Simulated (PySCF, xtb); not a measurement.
C3H5BO3, SMILES OB(O)C1=COC1. The values are those of a single conformer.

Harmonic wavenumbers (cm⁻¹) from GFN2-xTB (xtb) at its own minimum, in rising order: 62, 128, 160, 332, 423, 428, 471, 542, 582, 594, 812, 923, 937, 952, 957, 1006, 1050, 1076, 1119, 1171, 1219, 1312, 1314, 1427, 1625, 2991, 2998, 3125, 3661, 3669.

What does PBE0-D3(BJ)/def2-SVP (PySCF) give at its own minimum? (The exact figures need the calculation; the answer reports its results.)

28, 137, 175, 364, 438, 443, 444, 514, 629, 651, 919, 934, 982, 994, 995, 1009, 1098, 1131, 1166, 1237, 1311, 1424, 1464, 1475, 1693, 3083, 3158, 3220, 3956, 3957. Paired by order, the mean absolute difference is 71 cm⁻¹ and the zero-point energies are 53.0 and 55.8 kcal/mol.
